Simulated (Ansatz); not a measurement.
CH₃NO₂Si, relaxed with RKS PBE0-D4/def2-TZVP in Ansatz 0.2.0 from a PBE-D4/def2-SVP geometry. The force threshold is 0.005 eV/Å; the program also tests the step.

The species carries charge 0 and has multiplicity 1.

Start:

```xyz
8

O     0.225   -0.931   -1.885
C     0.055   -0.351   -0.700
N    -1.052   -0.222   -0.013
Si    0.017    0.595    1.142
O     1.187    0.171   -0.137
H    -0.660   -1.251   -2.155
H     0.334   -0.089    2.435
H    -0.107    2.077    1.312
```

```csv
step,energy (eV),largest force (eV/Å),largest move (Å)
1,-14540.6074,1.132,0.000
2,-14540.6583,0.753,0.020
3,-14540.6756,0.075,0.016
4,-14540.6757,0.081,0.009
5,-14540.6761,0.016,0.003
6,-14540.6761,0.004,0.001
```

End:

```xyz
8

O     0.221   -0.919   -1.860
C     0.047   -0.347   -0.687
N    -1.040   -0.213   -0.003
Si    0.027    0.586    1.121
O     1.162    0.174   -0.121
H    -0.645   -1.242   -2.143
H     0.332   -0.088    2.401
H    -0.103    2.049    1.293
```

It took 15 s on 2 threads of an INTEL XEON PLATINUM 8581C on a shared host, with 0.42 GiB of host memory at the peak.
